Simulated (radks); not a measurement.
Results of a calculation; reference values are marked as such.
Species: the arsenic ion As23+. Configuration: [Ne] (the NIST ground configuration).

Level of theory: scalar-relativistic Kohn-Sham, PBE, spin-polarised, spherical densities, finite nucleus; Fermi nuclear charge, rms radius 4.0968 fm (a radial shooting solver on a logarithmic mesh with Libxc functionals).

Energy parts (Ry):
part                       energy
total                 -3856.24781
kinetic                3941.91137
electron-nucleus      -8320.87291
Hartree                 629.25652
exchange-correlation   -106.54279

Orbitals (lengths in bohr, moments of r in powers of bohr):
orbital,occ.,eigenvalue (Ry),<r^4>
1s,2,-938.5636,0.00001991
2s,2,-182.1338,0.003662
2p,6,-169.4701,0.002605

The highest occupied level is 2p at -2305.8 eV. The density falls to 0.001 e/bohr^3 at r = 0.70 bohr. Summed over all electrons, <r^2> = 0.3175 bohr^2, which gives a Langevin (diamagnetic) susceptibility term of -0.251 x 10^-6 cm^3/mol. For comparison, the ionisation energy in NIST's Atomic Spectra Database is 2357 eV (semi-empirical). In exact Kohn-Sham theory the highest level is minus the ionisation energy, but local and semilocal functionals leave it too shallow, through self-interaction and a potential that decays too fast; potentials with the right tail come closer. The electron density at the nucleus is 3.561e+04 e/bohr^3 (large components only).
